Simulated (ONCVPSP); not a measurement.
## Ge (Z = 32): excitation energies, all-electron against ONCV

ONCVPSP 4.0.1 input, shortened (lines: element, Z, core and valence counts, functional; n l f; lmax; l rc ep ncon nbas qcut; lloc lpopt rc5 dvloc0; l nproj debl; icmod fcfact rcfact), PBEsol, scalar-relativistic:

```
  Ge 32.00    6    2  -116133      upf
    1    0    2.00
    2    0    2.00
    2    1    6.00
    3    0    2.00
    3    1    6.00
    3    2   10.00
    4    0    2.00
    4    1    1.50
    1
    0    1.60    0.00    4    8    3.20
    1    2.25    0.00    4    7    3.30
    4    1    1.35    3.00
    0    1    1.10
    1    2    3.90
    3    3.30    1.60
```

Energies are relative to the spin-unpolarised reference configuration 4s2 4p1.5; without spin polarisation the order of configurations can differ from experiment.

```tsv
valence configuration	charge	ΔE all-electron (eV)	error AE − PS (meV)
4s2 4p2	0	-2.805	-2.3
4s2 4p1	+1	4.648	-7.7
```

Q: What are ΔE and the potential's error for 4s1 4p0?

A: ΔE = 54.886 eV all-electron; the error (AE − PS) is -596 meV.

Q: What are ΔE and the potential's error for 4s2 4p0?

A: ΔE = 20.097 eV all-electron; the error (AE − PS) is -131 meV.
